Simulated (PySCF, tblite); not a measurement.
Isomers of C4H6OSSi, one GFN2-xTB conformer each. Single-point energies are computed at PBE0/pcSseg-1 (PySCF, gas phase, no added dispersion term), electronic only.

Question: Rank them by PBE0/pcSseg-1 energy, lowest first (kcal/mol).
A. `[CH3:1][S:2][Si@H:3]1[CH:4]=[CH:5][C:6]1=[O:7]` with C1–S2–Si3–C4 -57°
B. `[O:1]=[CH:2][C@H:3]1[SiH2:4][CH:5]=[CH:6][S:7]1` with O1–C2–C3–Si4 88°

Answer: A (0.0), B (3.0).

As drawn, the lower has a four-membered ring, which the higher lacks. GFN2-xTB itself gives, in the same order: 9.6, 0.0. GFN2-xTB puts O=C[C@H]1[SiH2]C=CS1 lowest instead.

Which frontier levels, dipoles and rotational constants go with these structures?

```tsv
SMILES	HOMO (eV, PBE0/pcSseg-1)	LUMO (eV)	dipole (D)	A, B, C (MHz)
CS[Si@H]1C=CC1=O	-6.75	-1.92	2.77	2831, 1332, 1178
O=C[C@H]1[SiH2]C=CS1	-6.74	-0.93	3.20	2771, 1612, 1092
```

What happens when harmonic zero-point energies from GFN2-xTB frequencies are added?

```json
{"SMILES": "CS[Si@H]1C=CC1=O", "ZPE (kcal/mol)": "54.4", "electronic (kcal/mol)": "0.0", "with ZPE (kcal/mol)": "0.0"}
{"SMILES": "O=C[C@H]1[SiH2]C=CS1", "ZPE (kcal/mol)": "52.9", "electronic (kcal/mol)": "3.0", "with ZPE (kcal/mol)": "1.6"}
```

The zero-point energies span 1.5 kcal/mol. The order is unchanged.
